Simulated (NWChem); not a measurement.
Molecule: CH₃ClFNTi; SMILES C[N]=[Ti]([F])[Cl]

Not confirmed as a minimum by frequencies.

Give the equilibrium geometry at B3LYP/6-31G* (spherical d) (NWChem) as a list of bonds and angles, with the point group.

point group C1; any orientation.
Bonded distances (Å): Ti1–N2 1.662, Ti1–F7 1.775, Ti1–Cl8 2.273, N2–C3 1.432, C3–H4 1.099, C3–H5 1.099, C3–H6 1.099. Bond angles (°): N2–Ti1–F7 114.6, N2–Ti1–Cl8 118.5, F7–Ti1–Cl8 126.9, Ti1–N2–C3 174.6, N2–C3–H4 110.2, N2–C3–H5 110.9, N2–C3–H6 111.4, H4–C3–H5 107.6, H4–C3–H6 108.1, H5–C3–H6 108.5.
